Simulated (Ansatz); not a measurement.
System: C₂H₁₀Si₂, net charge 0, singlet state. SMILES: C[SiH](C)[SiH3]
Geometry from a B3LYP-D3(BJ)/def2-TZVP (Ansatz, a first-principles code) optimisation:
```
Si
H 1 1.4887
C 1 1.8823 2 108.96
H 3 1.0914 1 111.28 2 59.05
H 3 1.0920 4 107.92 1 -121.84
H 3 1.0923 4 107.97 5 -116.44
C 1 1.8823 2 108.96 3 -120.80
H 7 1.0914 1 111.28 2 -59.05
H 7 1.0920 8 107.92 1 121.84
H 7 1.0923 8 107.97 9 116.44
Si 1 2.3472 2 108.02 3 119.60
H 11 1.4856 1 111.33 2 60.35
H 11 1.4856 12 108.09 1 122.58
H 11 1.4869 12 107.77 13 116.22
```

Atomisation energy built up term by term with Ansatz (kcal/mol; UHF references for open shells; valence terms freeze the core; atomic spin-orbit terms are left out). CBS(X,Y): correlation extrapolated as X^-3; Hartree-Fock from the larger set.

| term | basis | kcal/mol |
|---|---|---|
| Hartree-Fock | aug-cc-pV(Q+d)Z | 882.52 |
| CCSD correlation | CBS(aug-cc-pV(T+d)Z,aug-cc-pV(Q+d)Z) | 249.78 |
| (T) | CBS(aug-cc-pV(T+d)Z,aug-cc-pV(Q+d)Z) | 11.26 |
| core correlation | cc-pwCVTZ | 2.23 |
| scalar relativity (X2C) | cc-pVTZ-DK against cc-pVTZ | -1.68 |
| sum: De |  | 1144.1 |

(T) makes 1.0 % of the CCSD(T) atomisation energy; under 5 % is typical of single-reference molecules.
